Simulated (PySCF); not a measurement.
# C₆ coefficients of unlike pairs at UHF

Calculated with PySCF 2.14 from the dipole response of each species, C₆(A,B) = (3/π) ∫ α_A(iu) α_B(iu) du, in atomic units, from isotropic polarisabilities. For ions this is the dispersion term alone; charge-induced terms of lower order in 1/R come first.

```tsv
species	configuration	basis	relativity	α (bohr³)	C₆ (like pair)
P	[Ne] 3s2 3p3 (4S)	aug-cc-pCVTZ-DK (8s7p5d3f)	spin-free X2C	25.42	188.6
Pb³⁺	[Xe] 4f14 5d10 6s1 (2S)	aug-cc-pwCVTZ-DK3 with one added diffuse shell each of s, d, f type (12s10p9d6f1g)	spin-free X2C	9.956	53.39
Se⁺	[Ar] 3d10 4s2 4p3 (4S)	aug-cc-pVQZ-DK (8s7p5d3f2g)	spin-free X2C	14.13	86.71
Al²⁺	[Ne] 3s1 (2S)	dyall-av2z (13s9p2d)	none	15.29	42.75
```

(1) Estimate C₆ for Se⁺ with Pb³⁺.

No spin-orbit coupling is included.

The other pairs:

```csv
pair,C₆
"Al²⁺, Pb³⁺",40.15
"Pb³⁺, P",93.01
"Se⁺, P",125.6
"Al²⁺, Se⁺",55.59
"Al²⁺, P",87.21
```

Answers

(1) The integral gives 66.14. The combination rule 2 C_A C_B / (C_A α_B/α_A + C_B α_A/α_B) gives 67.65 and the geometric mean 68.04.
